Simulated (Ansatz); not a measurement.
Species: SiHSCl, charge 0, singlet. A triplet may lie lower; no result for it is given here. SiHSCl (SMILES S[Si]Cl).
B3LYP-D3(BJ)/def2-TZVP minimum from Ansatz (an electronic-structure program):
```
Si
Cl 1 2.1030
S 1 2.1513 2 97.44
H 3 1.3466 1 93.30 2 -180.00
```

Total energies in cc-pV(D+d)Z, 18 correlated electrons, 15 frozen orbitals. UHF or UKS for unpaired electrons; spin-orbit terms are left out. Cores are frozen in correlated methods. No relativity. The restricted determinant of HClSSi (S[Si]Cl, singlet) is unstable towards broken spin symmetry in at least one set run.

```json
[
 {"method": "HF", "program": "Ansatz", "energy (Eh)": "-1146.61020", "minus CCSDT(Q) (mEh)": "407.26"},
 {"method": "MP2", "program": "Ansatz", "energy (Eh)": "-1146.96115", "minus CCSDT(Q) (mEh)": "56.31"},
 {"method": "CCSD", "program": "Ansatz", "energy (Eh)": "-1147.00242", "minus CCSDT(Q) (mEh)": "15.04"},
 {"method": "CCSD(T)", "program": "Ansatz", "energy (Eh)": "-1147.01511", "minus CCSDT(Q) (mEh)": "2.34"},
 {"method": "CCSDT(Q)", "program": "Ansatz", "energy (Eh)": "-1147.01746", "minus CCSDT(Q) (mEh)": "0.00"}
]
```

Rough core times of Ansatz's runs on a shared machine: CCSD(T) under 20 s, CCSDT(Q) 3 min.
